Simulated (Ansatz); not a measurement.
Ansatz (a first-principles code) input for C5H8NO, SMILES CN1[CH]CCC1=O, multiplicity 2, PBE0-D3(BJ)/def2-SVP. 

Ansatz 0.2 input:
```yaml
crystal:
  periodic: [false, false, false]
  atoms:
    - {symbol: C, position_ang: [2.10998348, -0.23642463, -0.13927690]}
    - {symbol: N, position_ang: [0.66561263, -0.28667857, -0.11955515]}
    - {symbol: C, position_ang: [-0.09805445, -1.39161121, -0.46744748]}
    - {symbol: C, position_ang: [-1.54736819, -0.99425649, -0.48375448]}
    - {symbol: C, position_ang: [-1.55702838, 0.34218212, 0.28799443]}
    - {symbol: C, position_ang: [-0.09760472, 0.80098742, 0.32237831]}
    - {symbol: O, position_ang: [0.35940560, 1.87444579, 0.69398605]}
    - {symbol: H, position_ang: [2.50063257, -0.40778317, -1.16434564]}
    - {symbol: H, position_ang: [2.40675989, 0.77236252, 0.20631246]}
    - {symbol: H, position_ang: [2.54264555, -1.00319950, 0.53701164]}
    - {symbol: H, position_ang: [0.36309297, -2.20981145, -1.03617245]}
    - {symbol: H, position_ang: [-2.21090990, -1.76312836, -0.03553614]}
    - {symbol: H, position_ang: [-1.91268026, -0.84763337, -1.52963600]}
    - {symbol: H, position_ang: [-2.19696792, 1.12931069, -0.15369555]}
    - {symbol: H, position_ang: [-1.88667265, 0.21580293, 1.34169594]}
basis:
  gaussian:
    orbitals: def2-SVP
hamiltonian:
  xc: pbe0
  dispersion: d3bj
magnetization: {spin_polarized: true, initial_magnetization: 1}
relax: {f_tol: 0.002, max_steps: 200}
```

It prints:

```
WARN ansatz: RAYON_NUM_THREADS=2 ignored (pool sized by the plan → 2); use --threads N
Functional definition: PBE0
integrals: 0.13 GiB planned
1582 factors; integrals over basis functions are off by at most 2.8e-4 eV
mean field: 1.32 GiB planned
mean field evaluation 1: about -8828.0189 eV, gradient 4.0e1 eV
mean field evaluation 2: about -8824.6664 eV, gradient 5.1e1 eV
mean field evaluation 4: about -8835.0314 eV, gradient 2.6e0 eV
mean field evaluation 8: about -8835.1220 eV, gradient 1.0e-1 eV
mean field evaluation 16: about -8835.1221 eV, gradient 6.3e-4 eV
mean field -8835.12209427 eV, -324.6847483034 hartree, gradient 6.1e-5 eV, S^2 0.755417; 0 other end points of the search recorded, 0 dependent functions left out
the calculation of the forces begins
reference -8835.12212236 eV, -324.6847493360 hartree; 27, 26 occupied and 111, 112 virtual orbitals, 1582 factors
relax step   1: F+E_penalty+E_count = -8835.41981317 eV  Δ(F+E_penalty+E_count) = +0.000e0 eV  max|allowed force component| = 1.164e0 eV/Å  Δτ_max = 0.0000 Å  (34 SCF iters, accepted)
these checks for a lower state are left out or cut short: starts, cluster_reference, orbital_swaps, neighbouring_geometries, increment
integrals: 0.13 GiB planned
1582 factors; integrals over basis functions are off by at most 2.7e-4 eV
mean field: 1.32 GiB planned
mean field -8835.15384781 eV, -324.6859152246 hartree, gradient 2.5e-5 eV, S^2 0.755130; 0 other end points of the search recorded, 0 dependent functions left out
the calculation of the forces begins
reference -8835.15387578 eV, -324.6859162524 hartree; 27, 26 occupied and 111, 112 virtual orbitals, 1582 factors
relax step   2: F+E_penalty+E_count = -8835.45278512 eV  Δ(F+E_penalty+E_count) = -3.297e-2 eV  max|allowed force component| = 1.931e-1 eV/Å  Δτ_max = 0.0226 Å  (36 SCF iters, accepted)
these checks for a lower state are left out or cut short: starts, cluster_reference, orbital_swaps, neighbouring_geometries, increment
integrals: 0.13 GiB planned
1582 factors; integrals over basis functions are off by at most 2.7e-4 eV
mean field: 1.32 GiB planned
mean field evaluation 32: about -8835.1559 eV, gradient 1.5e-3 eV
mean field -8835.15588032 eV, -324.6859899182 hartree, gradient 2.5e-5 eV, S^2 0.755083; 0 other end points of the search recorded, 0 dependent functions left out
the calculation of the forces begins
reference -8835.15590825 eV, -324.6859909446 hartree; 27, 26 occupied and 111, 112 virtual orbitals, 1582 factors
relax step   3: F+E_penalty+E_count = -8835.45525379 eV  Δ(F+E_penalty+E_count) = -2.469e-3 eV  max|allowed force component| = 9.533e-2 eV/Å  Δτ_max = 0.0082 Å  (29 SCF iters, accepted)
these checks for a lower state are left out or cut short: starts, cluster_reference, orbital_swaps, neighbouring_geometries, increment
integrals: 0.13 GiB planned
1582 factors; integrals over basis functions are off by at most 2.7e-4 eV
mean field: 1.32 GiB planned
mean field -8835.15599526 eV, -324.6859941420 hartree, gradient 1.2e-5 eV, S^2 0.755068; 0 other end points of the search recorded, 0 dependent functions left out
the calculation of the forces begins
reference -8835.15602319 eV, -324.6859951683 hartree; 27, 26 occupied and 111, 112 virtual orbitals, 1582 factors
relax step   4: F+E_penalty+E_count = -8835.45538321 eV  Δ(F+E_penalty+E_count) = -1.294e-4 eV  max|allowed force component| = 3.851e-2 eV/Å  Δτ_max = 0.0044 Å  (30 SCF iters, accepted)
these checks for a lower state are left out or cut short: starts, cluster_reference, orbital_swaps, neighbouring_geometries, increment
integrals: 0.13 GiB planned
1582 factors; integrals over basis functions are off by at most 2.7e-4 eV
mean field: 1.32 GiB planned
mean field -8835.15606686 eV, -324.6859967733 hartree, gradient 7.3e-5 eV, S^2 0.755071; 0 other end points of the search recorded, 0 dependent functions left out
the calculation of the forces begins
reference -8835.15609479 eV, -324.6859977997 hartree; 27, 26 occupied and 111, 112 virtual orbitals, 1582 factors
relax step   5: F+E_penalty+E_count = -8835.45543507 eV  Δ(F+E_penalty+E_count) = -5.187e-5 eV  max|allowed force component| = 6.447e-3 eV/Å  Δτ_max = 0.0017 Å  (25 SCF iters, accepted)
these checks for a lower state are left out or cut short: starts, cluster_reference, orbital_swaps, neighbouring_geometries, increment
integrals: 0.13 GiB planned
1582 factors; integrals over basis functions are off by at most 2.7e-4 eV
mean field: 1.32 GiB planned
mean field -8835.15606727 eV, -324.6859967882 hartree, gradient 1.4e-5 eV, S^2 0.755055; 0 other end points of the search recorded, 0 dependent functions left out
the calculation of the forces begins
reference -8835.15609519 eV, -324.6859978144 hartree; 27, 26 occupied and 111, 112 virtual orbitals, 1582 factors
relax step   6: F+E_penalty+E_count = -8835.45544985 eV  Δ(F+E_penalty+E_count) = -1.478e-5 eV  max|allowed force component| = 1.071e-2 eV/Å  Δτ_max = 0.0044 Å  (29 SCF iters, accepted)
these checks for a lower state are left out or cut short: starts, cluster_reference, orbital_swaps, neighbouring_geometries, increment
integrals: 0.13 GiB planned
1582 factors; integrals over basis functions are off by at most 2.7e-4 eV
mean field: 1.32 GiB planned
mean field -8835.15608223 eV, -324.6859973380 hartree, gradient 5.4e-5 eV, S^2 0.755057; 0 other end points of the search recorded, 0 dependent functions left out
the calculation of the forces begins
reference -8835.15611015 eV, -324.6859983642 hartree; 27, 26 occupied and 111, 112 virtual orbitals, 1582 factors
relax step   7: F+E_penalty+E_count = -8835.45545426 eV  Δ(F+E_penalty+E_count) = -4.411e-6 eV  max|allowed force component| = 3.548e-3 eV/Å  Δτ_max = 0.0024 Å  (25 SCF iters, accepted)
these checks for a lower state are left out or cut short: starts, cluster_reference, orbital_swaps, neighbouring_geometries, increment
integrals: 0.13 GiB planned
1582 factors; integrals over basis functions are off by at most 2.7e-4 eV
mean field: 1.32 GiB planned
mean field -8835.15608276 eV, -324.6859973577 hartree, gradient 1.8e-5 eV, S^2 0.755058; 0 other end points of the search recorded, 0 dependent functions left out
the calculation of the forces begins
reference -8835.15611069 eV, -324.6859983839 hartree; 27, 26 occupied and 111, 112 virtual orbitals, 1582 factors
relax step   8: F+E_penalty+E_count = -8835.45545607 eV  Δ(F+E_penalty+E_count) = -1.805e-6 eV  max|allowed force component| = 8.853e-4 eV/Å  Δτ_max = 0.0010 Å  (25 SCF iters, accepted)
integrals: 0.13 GiB planned
1582 factors; integrals over basis functions are off by at most 2.7e-4 eV
mean field: 1.32 GiB planned
mean field evaluation 64: about -8835.0656 eV, gradient 2.6e0 eV
mean field -8835.15608276 eV, -324.6859973577 hartree, gradient 1.8e-5 eV, S^2 0.755058; 1 other end points of the search recorded, 0 dependent functions left out
the calculation of the forces begins
reference -8835.15611069 eV, -324.6859983839 hartree; 27, 26 occupied and 111, 112 virtual orbitals, 1582 factors
Total energy: -8835.45548399 eV, -324.6970001499 hartree
Atom 0 at     2.096219    -0.235339    -0.137886 Å, force    -0.000109     0.000263    -0.000359 eV/Å
Atom 1 at     0.660939    -0.281945    -0.118746 Å, force     0.000345    -0.000510     0.000553 eV/Å
Atom 2 at    -0.098166    -1.389366    -0.455938 Å, force     0.000407     0.000885    -0.000098 eV/Å
Atom 3 at    -1.540125    -0.990104    -0.480484 Å, force    -0.000747    -0.000265    -0.000500 eV/Å
Atom 4 at    -1.546857     0.336373     0.286955 Å, force     0.000294    -0.000187     0.000208 eV/Å
Atom 5 at    -0.097008     0.787547     0.318313 Å, force    -0.000728     0.000382     0.000392 eV/Å
Atom 6 at     0.346704     1.852625     0.683374 Å, force     0.000234    -0.000167    -0.000084 eV/Å
Atom 7 at     2.483752    -0.415173    -1.153514 Å, force    -0.000060    -0.000123     0.000068 eV/Å
Atom 8 at     2.397673     0.766808     0.194598 Å, force     0.000034    -0.000065    -0.000092 eV/Å
Atom 9 at     2.524068    -0.989768     0.541593 Å, force     0.000020     0.000127     0.000064 eV/Å
Atom 10 at     0.357226    -2.186840    -1.044207 Å, force    -0.000328    -0.000359    -0.000071 eV/Å
Atom 11 at    -2.201636    -1.750898    -0.037096 Å, force     0.000153     0.000134    -0.000105 eV/Å
Atom 12 at    -1.893153    -0.841879    -1.520044 Å, force     0.000286    -0.000181     0.000063 eV/Å
Atom 13 at    -2.178863     1.120740    -0.150704 Å, force     0.000081    -0.000118    -0.000099 eV/Å
Atom 14 at    -1.869926     0.211783     1.333746 Å, force     0.000118     0.000184     0.000060 eV/Å
Dipole moment:    -0.069304    -0.564315    -0.260758 e Å
```

Self-consistency was reached.

Cost: around 100 core-seconds (rough).
